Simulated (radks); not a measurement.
Results of a calculation; reference values are marked as such.
Nb X, 32 electrons, occupied as [Ar] 3d10 4s2 4p2. Level of theory: Dirac Kohn-Sham, PBE, spin-unpolarised, spherical densities, finite nucleus; open shells fill j = l - 1/2 first; Fermi nuclear charge, rms radius 4.324 fm (a radial shooting solver on a logarithmic mesh with Libxc functionals).

Spin-orbit splittings of the eigenvalues, e(l+1/2) - e(l-1/2), with zeta = 2 splitting/(2l+1) and mean radii in bohr:

shell  occ.  splitting (eV)  zeta (eV)  <r> j=l-1/2  <r> j=l+1/2
2p        6           95.86      63.91       0.1345       0.1390
3p        6           15.68      10.45       0.4364       0.4466
3d       10           2.945      1.178       0.4261       0.4295
4p        2           2.988      1.992        1.111        1.130
